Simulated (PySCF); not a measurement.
CH₆O₂Si. Atoms are numbered in the order given.

```xyz
10

Si    -0.0766     0.3322     0.0000
C      1.7105    -0.1455     0.0000
O     -0.7442    -0.3040    -1.3864
O     -0.7442    -0.3040     1.3864
H     -0.3055     1.8141     0.0000
H      1.8012    -1.2427     0.0000
H      2.2212     0.2414     0.8942
H      2.2212     0.2414    -0.8942
H     -1.6108     0.0156    -1.6494
H     -1.6108     0.0156     1.6494
```

The structure is a stationary point at PBE0-D3(BJ)/def2-SVP. The values are those of a single conformer.

Method: r2SCAN/def2-TZVP run with PySCF.

Computed frontier levels, gap, dipole moment and polarisability:
```json
{
  "highest_occupied_level": "-7.46 eV",
  "lowest_empty_level": "0.34 eV",
  "orbital_gap": "7.80 eV",
  "dipole_moment": "1.88 D",
  "quadrupole, principal values (traceless, Buckingham form, about the centre of nuclear charge)": "-5.58, -3.71, 9.29 D·Å",
  "mean_static_polarisability": "44.1 bohr³ (6.54 Å³)",
  "polarisability_principal_values": "41.3, 42.9, 48.3 bohr³"
}
```
